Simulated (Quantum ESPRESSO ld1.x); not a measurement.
Results of a calculation; reference values are marked as such.
The aim is neutral aluminium in [Ne] 3s2 3p1. This ld1.x (Quantum ESPRESSO 7.5) run was made with `OMP_NUM_THREADS=1 ld1.x < ld1.in > ld1.out`. Can the result be used? Name any fault.

```
 &input
    zed=13.0,
    iswitch=1,
    rel=0,
    dft='BLYP',
    config='[Ne] 3s2 3p',
    verbosity='high',
    prefix='ld1',
    max_out_wfc=37,
    file_charge='ld1.rho',
 /
```

Output (excerpt):

```
     Program LD1 v.7.5 starts

 %%%%%%%%%%%%%%%%%%%%%%%%%%%%%%%%%%%%%%%%%%%%%%%%%%%%%%%%%%%%%%%%%%%%%%%%%%%%%%
     Error in routine el_config (5):
     no occupancy field?
 %%%%%%%%%%%%%%%%%%%%%%%%%%%%%%%%%%%%%%%%%%%%%%%%%%%%%%%%%%%%%%%%%%%%%%%%%%%%%%

     stopping ...
```

Answer. No (refused). The line at issue: config='[Ne] 3s2 3p'. The program stops in el_config with "no occupancy field?": each term needs its occupation. The sound input gives -242.375 hartree.
